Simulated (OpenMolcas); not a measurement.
# Cu VII: Racah parameters, worked from levels

- Program: OpenMolcas
- Basis: ANO-R3 [7s5p5d3f2g1h]
- Scalar Hamiltonian: X2C, finite nucleus
- Active space: 5 electrons in 5 orbitals (3d)
- State averaging: 2S+1 = 6 even, 1 root; 2S+1 = 4 even, 24 roots; 2S+1 = 2 even, 75 roots
- Spin-orbit coupling: RASSI with atomic mean-field integrals over the reference wave functions, term energies averaged over their components

Methods: CASSCF; MS-CASPT2, IPEA 0.25 Eh, imaginary shift 0.1 Eh (closed shells correlated: 3s 3p).

**Racah parameters.** Above ⁶S, d5 has ⁴D at 17B + 5C, ⁴G at 10B + 5C and ⁴P at 7B + 7C. The first two fix B and C, and the third tests them; where it misses by thousands of cm-1, two parameters do not describe the configuration (Trees and configuration-interaction terms are left out) and B and C hang on the terms chosen. Term energies are centres of gravity, weighted by 2J + 1.

```tsv
Source	⁴D	⁴G	B	C	C/B	⁴P from B, C	⁴P found
CASSCF	64538	51786	1822	6714	3.68	59752	59392
MS-CASPT2	57268	47583	1384	6749	4.88	56931	52308
```

Energies in cm-1. From CASSCF to MS-CASPT2, B changes by -24.0 % and C by +0.5 %.

CASPT2 breaks the degeneracy within a term, and the mean is taken; among the terms shown or strongly mixed into the levels shown the widest spread is 190 cm-1 (3d⁵ ⁴G, MS-CASPT2). Without dynamic correlation excited terms often stand tens of per cent too high (terms of higher spin than the ground term too low), and those without a measured partner can miss by more than the paired ones (holds for CASSCF). Blocks of more than 70 roots (2S+1 = 2 even) ran without multistate coupling (holds for MS-CASPT2). Only configurations of the active space appear.
